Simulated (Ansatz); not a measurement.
GaMe2(acac) (C₇H₁₃GaO₂) was relaxed with r2SCAN-D4 (def2-SVP) in Ansatz in these states: charge +1 doublet, neutral singlet. The geometries follow in no particular order.

A:

| atom | x (Å) | y (Å) | z (Å) |
| --- | --- | --- | --- |
| Ga1 | -0.689 | 0.806 | -1.199 |
| C2 | -0.471 | 2.749 | -1.050 |
| H3 | 0.044 | 3.003 | -0.110 |
| H4 | -1.442 | 3.270 | -1.058 |
| H5 | 0.128 | 3.148 | -1.884 |
| C6 | -1.591 | -0.301 | -2.542 |
| H7 | -1.419 | -1.368 | -2.334 |
| H8 | -1.226 | -0.088 | -3.559 |
| H9 | -2.679 | -0.125 | -2.535 |
| O10 | -1.311 | 0.172 | 0.552 |
| C11 | -0.623 | -0.467 | 1.417 |
| C12 | -1.353 | -0.810 | 2.685 |
| C13 | 0.723 | -0.851 | 1.258 |
| C14 | 1.502 | -0.589 | 0.114 |
| C15 | 2.929 | -1.057 | 0.058 |
| O16 | 1.094 | 0.031 | -0.925 |
| H17 | -0.730 | -1.354 | 3.405 |
| H18 | -1.727 | 0.119 | 3.146 |
| H19 | -2.240 | -1.413 | 2.434 |
| H20 | 1.195 | -1.394 | 2.078 |
| H21 | 3.232 | -1.615 | 0.953 |
| H22 | 3.586 | -0.182 | -0.070 |
| H23 | 3.066 | -1.685 | -0.836 |

B:

```xyz
23

Ga    1.4212    0.1764   -0.2412
C     2.6409    1.1033    1.0609
H     1.9774    1.4254    1.8767
H     3.0999    1.9446    0.5260
H     3.3815    0.3590    1.3818
C     2.3625   -0.4704   -1.8926
H     1.5835   -0.9913   -2.4682
H     3.1684   -1.1393   -1.5646
H     2.7455    0.4215   -2.4056
O    -0.1080    1.2158   -0.6540
C    -1.3406    0.9544   -0.3891
C    -2.3333    1.9649   -0.8417
C    -1.7469   -0.2215    0.2897
C    -0.8737   -1.2366    0.7540
C    -1.3942   -2.4357    1.4630
O     0.4031   -1.1839    0.5961
H    -3.3640    1.6957   -0.5843
H    -2.0799    2.9416   -0.3979
H    -2.2432    2.0926   -1.9331
H    -2.8149   -0.3554    0.4692
H    -2.4876   -2.4467    1.5369
H    -0.9544   -2.4719    2.4737
H    -1.0431   -3.3424    0.9443
```

Q: Judge from the bond lengths which geometry belongs to which state (an estimate).

A: A is the neutral singlet (Ga1–O16 1.964 Å, Ga1–O10 1.963 Å, Ga1–C2 1.961 Å); B is the charge +1 doublet (Ga1–O16 1.894 Å, Ga1–O10 1.894 Å, Ga1–C2 2.011 Å).
